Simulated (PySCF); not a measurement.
## Polarisability and C₆ of Fe²⁺ (iron, charge +2)

[Ar] 3d6, high-spin 5D determinant. All numbers are calculated (PySCF 2.14, scalar relativity by spin-free X2C-1e, in aug-cc-pVQZ-DK (9s8p6d4f3g2h, 140 functions)). Coupled (time-dependent) response in atomic units; α is the mean over directions.

| method | mean α (bohr³) | α xx, yy, zz | C₆ (like pair) | S(−4) |
| --- | --- | --- | --- | --- |
| UHF | 3.174 | 3.368, 3.368, 2.788 | 9.056 | 5.014 |

S(−4) is the Cauchy moment in α(ω) = α(0) + S(−4) ω² + …

α(iu) at UHF:

```csv
u (hartree),α(iu) (bohr³)
0,3.174
0.0500,3.162
0.100,3.126
0.200,2.996
0.300,2.821
0.500,2.446
0.750,2.046
1.00,1.735
1.50,1.297
2.00,1.005
3.00,0.6495
5.00,0.3330
```

A single London oscillator, α(iu) = α/(1 + u²/ω²), gives C₆ = (3/4) ω α². Matching the computed C₆ needs ω = 4 × 9.056 / (3 × 3.174²) = 1.20 hartree.

For an ion, C₆ is the dispersion term alone; charge-induced terms of lower order in 1/R come first.

The components differ because the open shell of this determinant is not spherical; for a pure term their mean is the scalar polarisability.
